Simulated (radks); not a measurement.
Values are calculated unless marked as measured or tabulated.
Problem. Coherent X-ray form factor from a spherical all-electron density. Level of theory: scalar-relativistic Kohn-Sham, revPBE, spin-unpolarised, spherical densities, finite nucleus; Fermi nuclear charge, rms radius of each element as measured or else 0.836 A^(1/3) + 0.57 fm (a radial shooting solver on a logarithmic mesh with Libxc functionals).

sin(theta)/lambda (1/angstrom),f0 (electrons)
0.05,41.439
0.1,39.880
0.15,37.633
0.2,35.052
0.25,32.434
0.3,29.968
0.4,25.817
0.5,22.721
0.6,20.399
0.8,16.902
1,13.956
1.25,10.818
1.5,8.513
2,6.095

The species is in the configuration that NIST lists as its ground one. Which atom or ion scatters so?

Solution. The ruthenium ion Ru2+, [Kr] 4d6. Extrapolating in s^2 from the first two rows gives f0(0) = 42.0, near the electron count 42; among species with that count, the fall with angle is slower the higher Z, and the table is that of Z = 44; from so few rows the species is fixed only to a neighbour or two.
